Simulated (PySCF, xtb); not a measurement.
GeH₃O₃, SMILES [OH][Ge]([OH])[OH] (connectivity only; charge and spin as stated), charge +1, multiplicity 1.

GFN2-xTB run with xtb at its own geometry gives an orbital gap of 5.92 eV.

Coordinates come from a ωB97X-D3(BJ)/def2-SVP optimisation. The multiplicity is an assumed one; other spin states were not compared. The isomer is the one that the SMILES or the coordinates give; other isomers of the formula were not compared. The values are those of a single conformer.

Q: What does PySCF with HF/def2-TZVP give? (Estimate from the structure and the level; the computed values follow.)

A: gap 16.44 eV (levels -20.54 and -4.10 eV).
